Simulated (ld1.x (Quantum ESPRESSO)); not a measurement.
# What one change does to a pseudopotential (arsenic (As), TM)

- Element: arsenic
- Generator: ld1.x (Quantum ESPRESSO) 7.5
- Type: norm-conserving Troullier–Martins (Kleinman–Bylander form)
- Functional: LDA (PZ)
- Relativity: scalar-relativistic
- Frozen core: [Ar]
- Valence charge: 15
- Reference configuration: 3d10 4s2 4p1.5 (charge +1.5)
- Partial waves: 4s (bound): rc 1.30 bohr; 4p (bound): rc 1.45 bohr; 3d (bound): rc 1.25 bohr
- Local potential: the d channel
- Core correction: none

Change: wave 4s (bound): rc 1.30 bohr becomes 4s (bound): rc 0.96 bohr.

Cutoffs: the cutoffs (Ry, on a coarse ladder) from which the occupation-weighted sum of valence levels, in a spherical-Bessel basis at the reference potential, stays within 10 and 1 mRy of its value at 400 Ry; they do not see the model core or the augmentation charge, which bear on the density cutoff. Errors are all-electron minus pseudo energies relative to the spin-unpolarised reference configuration.

Task: How do hardness, ghosts and transferability respond?

Result: Both files keep a bound ghost (p, s); the number of tests that count goes from 9 to 8; of the 8 tests that both files solve, the error grows in 1 and shrinks in 4 by more than 15 % and 0.3 meV (median size 6.8 → 2.6 meV); the range in which the s phases agree widens (upper end 2.5 → at the end of the scan).

```csv
quantity,base,changed
"cutoff, loose",200 Ry,300 Ry
"cutoff, tight",over 300 Ry,over 300 Ry
loose cutoff by channel (10 mRy a level),"s 40 Ry, p 12 Ry, d 160 Ry","s 260 Ry, p 12 Ry, d 160 Ry"
bound ghosts,"s, p","s, p"
"tests counted (converged, no solver errors)",9 of 9,8 of 9
"error for 3d10 4s2 4p3, meV [ΔE -17.23 eV]",+5.7,+3.1
"error for 3d10 4s2 4p2, meV [ΔE -7.90 eV]",+1.7,+1.2
"error for 3d10 4s2 4p1, meV [ΔE 10.26 eV]",-0.5,-1.2
"error for 3d9 4s2 4p4, meV [ΔE 22.98 eV]",-474,-538
"error for 3d10 4s2 4p0, meV [ΔE 38.30 eV]",+7.8,-2.1
"error for 3d10 4s1 4p4, meV [ΔE -7.75 eV]",+1.7,+1.3
"error for 3d10 4s2 4p1.5 (spin-polarised), meV [ΔE -0.46 eV]",+9.7,+9.5
"error for 3d10 4s2 4p3 (spin-polarised), meV [ΔE -18.55 eV]",+27,+24
s: phases at 1.60 bohr within 0.05 rad from the reference energy up to (Ry; the scan ends near 5),2.5,to the end of the scan
p: phases at 1.60 bohr within 0.05 rad from the reference energy up to (Ry; the scan ends near 5),to the end of the scan,to the end of the scan
d: phases at 1.60 bohr within 0.05 rad from the reference energy up to (Ry; the scan ends near 5),-0.5,-0.5
```

Changed file: Tests not counted: 3d10 4s2 4p3.3 (pseudo-atom not self-consistent, printed error -2316 eV). A true bound ghost makes a file unfit for plane-wave use even where its test errors are small: the radial tests pick states by their node count and pass the ghost by. Where a test does run into it, the solver fails or the error is huge.
